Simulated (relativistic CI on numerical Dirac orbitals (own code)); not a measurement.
# Re⁶⁺: 5p photoemission

Computed with this model: Dirac-Coulomb-Breit CI, KLI orbitals optimised for each configuration, model QED, valence Slater integrals scaled by 0.7, multiplet model of photoemission in the sudden approximation; configurations [Xe] 4f14 5d → [Kr] 4d10 4f14 5s2 5p5 5d; 80 K; Lorentzian 1.5 eV and Gaussian 0.6 eV FWHM. Energies are those of the free ion, without screening or charge transfer. The energies are binding energies and can lie tens of eV above those of solids. S is read from ⟨S²⟩ = S(S + 1).

free ion: ground-state S = 0.50, centroid 130.53 eV. Peaks (eV, height): 126.2 (100), 132.0 (10), 138.0 (41), 143.4 (22).

Strongest unbroadened transitions for free ion:

```csv
Energy (eV),Relative strength
124.30,14.5
125.05,37.3
126.11,100.0
126.28,60.2
127.33,12.4
128.54,1.2
131.97,13.0
137.95,72.4
139.51,0.2
140.03,0.4
143.39,36.9
```
